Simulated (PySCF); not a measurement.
**Dipole moment and polarisability of `C=C[C@@H]1CC[CH2][Ge@H]1[CH3]`**

Species: C₇H₁₄Ge.
Structure used (PBE0-D3(BJ)/def2-SVP), in Å, numbered top down from 1:
```
atom  x, y, z in Å
C1    -2.5348    1.1994   -0.1212
C2    -1.6739    0.3185    0.3984
C3    -0.5207   -0.3008   -0.3041
C4    -0.4136   -1.8276   -0.1617
C5     0.9941   -2.2946   -0.5381
C6     2.0333   -1.5076    0.2709
Ge7    1.2616    0.3062    0.3512
C8     2.0826    1.6107   -0.8458
H9    -2.4588    1.5251   -1.1641
H10   -3.3416    1.6296    0.4771
H11   -1.8000    0.0237    1.4498
H12   -0.5526   -0.0319   -1.3752
H13   -1.1824   -2.3368   -0.7669
H14   -0.6167   -2.1049    0.8897
H15    1.1522   -2.1140   -1.6166
H16    1.0975   -3.3827   -0.3906
H17    2.1166   -1.9070    1.2946
H18    3.0374   -1.5389   -0.1771
H19    1.1934    0.8699    1.7879
H20    2.1541    1.1997   -1.8636
H21    3.0935    1.8766   -0.5029
H22    1.4759    2.5278   -0.8813
```

Level: B3LYP/def2-SVPD (PySCF), static field, nuclei fixed, core orbitals frozen in the response. The polarisability tensor in these axes (au):

```
x   128.84  -9.08   0.66
y    -9.08 121.50  -2.38
z     0.66  -2.38  98.41
```

Give the principal values, the mean and the anisotropy Δα = √{½[(α1 − α2)² + (α2 − α3)² + (α1 − α3)²]}.

Principal values 98.16, 115.53 and 135.06 au; mean 116.25 au = 17.23 Å³ = 19.17 × 10⁻⁴⁰ C²·m²/J; Δα = 31.98 au (28 % of the mean).

What is the dipole moment, and where does it point?

(0.86, -0.43, -0.45) D, 1.06 D in size, pointing from the negative to the positive side. Measured along this direction, the outermost atoms are H10 at the negative end and H18 at the positive end.

What would n − 1 = 2πNα be for an ideal gas of these molecules at 298.15 K and 1 atm, electronic part alone?

N = p/kT = 2.4615 × 10¹⁹ cm⁻³, so n − 1 = 2π × N × 17.23 × 10⁻²⁴ cm³ = 2664 × 10⁻⁶ at long wavelengths, for an ideal gas.

What depolarisation ratio follows for Rayleigh scattering of linearly polarised light, taking the static tensor?

ρ = 3Δα²/(45ᾱ² + 4Δα²) = 3067.6/(608147 + 4090.2) = 0.00501.

Find the Langevin capture rate constant for H3O+ (19.018 u) meeting this molecule (172.031 u), k = 2.342 × 10⁻⁹ cm³/s × √(α in Å³ / reduced mass in u).

The reduced mass is 17.13 u, so k = 2.35 × 10⁻⁹ cm³/s. The formula leaves out the permanent dipole, which adds to the capture rate.

One conformer (not necessarily the lowest) at the PBE0-D3(BJ)/def2-SVP geometry, without solvent, vibrations or thermal averaging. The calculation is non-relativistic, for germanium too.

These values come from a run that also computed excited states and ΔSCF ions. The run took 3.9 min on an Arm Neoverse V1 with one thread, shared host with 32 logical CPUs at a one-minute load of 29, and the process peaked at 1.4 GiB of memory.
